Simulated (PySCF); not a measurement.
ECD: `CS[C@@H]1C[S@@](=O)[C@@H]1F`, C4H7FOS2

Molfile (atoms numbered from 1):
```
C4H7FOS2
     RDKit          3D

 15 15  0  0  0  0  0  0  0  0999 V2000
   -2.5203    0.0947    0.2998 C   0  0  0  0  0  0  0  0  0  0  0  0
   -1.0836   -0.8103    0.9118 S   0  0  0  0  0  0  0  0  0  0  0  0
    0.1230   -0.4279   -0.3877 C   0  0  2  0  0  0  0  0  0  0  0  0
    1.4392   -1.1140   -0.0314 C   0  0  0  0  0  0  0  0  0  0  0  0
    1.9777    0.3495    0.9967 S   0  0  0  0  0  4  0  0  0  0  0  0
    3.3502    0.7960    0.6165 O   0  0  0  0  0  0  0  0  0  0  0  0
    0.7186    0.9700   -0.2466 C   0  0  2  0  0  0  0  0  0  0  0  0
   -0.0889    1.9823    0.1216 F   0  0  0  0  0  0  0  0  0  0  0  0
   -2.3279    1.1742    0.2695 H   0  0  0  0  0  0  0  0  0  0  0  0
   -3.3376   -0.1072    1.0057 H   0  0  0  0  0  0  0  0  0  0  0  0
   -2.8173   -0.2685   -0.6956 H   0  0  0  0  0  0  0  0  0  0  0  0
   -0.3010   -0.6673   -1.3762 H   0  0  0  0  0  0  0  0  0  0  0  0
    1.3938   -2.0754    0.4968 H   0  0  0  0  0  0  0  0  0  0  0  0
    2.1463   -1.1592   -0.8733 H   0  0  0  0  0  0  0  0  0  0  0  0
    1.3271    1.2654   -1.1207 H   0  0  0  0  0  0  0  0  0  0  0  0
  1  2  1  0
  2  3  1  0
  3  4  1  0
  5  4  1  6
  5  6  2  0
  5  7  1  0
  7  8  1  0
  7  3  1  0
  1  9  1  0
  1 10  1  0
  1 11  1  0
  3 12  1  6
  4 13  1  0
  4 14  1  0
  7 15  1  6
M  END
```

Computed, not measured: TDDFT wB97X-D/def2-SVPD circular dichroism and optical rotation, one conformer, gas phase (PySCF 2.14.0). Geometry: PBE0-D3(BJ)/def2-SVP.

The molecule is flexible and this is one conformer; a measurement averages over conformers.

Question: Assign R or S to each stereocentre.

Answer: C3 R, S5 R, C7 S.

Question: List the lowest 12 singlet excitations with oscillator and rotatory strengths.

Answer: Rotatory strengths R in 10⁻⁴⁰ esu² cm², velocity form and length form (origin at the centre of mass); f in length form.
| state | E (eV) | λ (nm) | f | R (velocity) | R (length) | main |
| --- | --- | --- | --- | --- | --- | --- |
| 1 | 5.30 | 234 | 0.018 | +21.7 | +20.2 | HOMO→LUMO 0.65, HOMO−1→LUMO 0.15 |
| 2 | 5.50 | 225 | 0.002 | -2.3 | -1.3 | HOMO→LUMO+2 0.30, HOMO→LUMO+1 0.28 |
| 3 | 5.80 | 214 | 0.010 | -3.4 | -1.6 | HOMO→LUMO+1 0.38, HOMO→LUMO+2 0.17 |
| 4 | 6.48 | 191 | 0.022 | -24.2 | -24.1 | HOMO−1→LUMO+1 0.29, HOMO→LUMO+3 0.25 |
| 5 | 6.53 | 190 | 0.008 | +1.6 | +1.3 | HOMO−1→LUMO 0.44, HOMO−1→LUMO+2 0.18 |
| 6 | 6.78 | 183 | 0.002 | +4.4 | +2.6 | HOMO−2→LUMO 0.28, HOMO→LUMO+5 0.12 |
| 7 | 6.80 | 182 | 0.0006 | -2.2 | -0.5 | HOMO−2→LUMO+1 0.44, HOMO→LUMO+3 0.17 |
| 8 | 6.90 | 180 | 0.002 | -0.7 | -2.7 | HOMO→LUMO+3 0.22, HOMO→LUMO+4 0.18 |
| 9 | 6.99 | 177 | 0.093 | -5.7 | -5.7 | HOMO−2→LUMO 0.25, HOMO→LUMO+4 0.20 |
| 10 | 7.05 | 176 | 0.002 | -0.3 | -2.7 | HOMO−1→LUMO+3 0.23, HOMO→LUMO+4 0.18 |
| 11 | 7.25 | 171 | 0.024 | +39.9 | +39.0 | HOMO→LUMO+5 0.25, HOMO−1→LUMO+5 0.24 |
| 12 | 7.43 | 167 | 0.042 | -72.8 | -70.5 | HOMO→LUMO+6 0.44, HOMO−1→LUMO+3 0.10 |

Among the states computed, the strongest CD band (largest |R|) is state 12. The largest dissymmetry factor in size, g = 4R/(D+G), with D and G the electric and magnetic dipole strengths, is -0.04 for state 7 (velocity form, f = 0.0006), among bands with |R| over 0.5. The mirror image has the same energies and oscillator strengths and all R with the opposite sign.
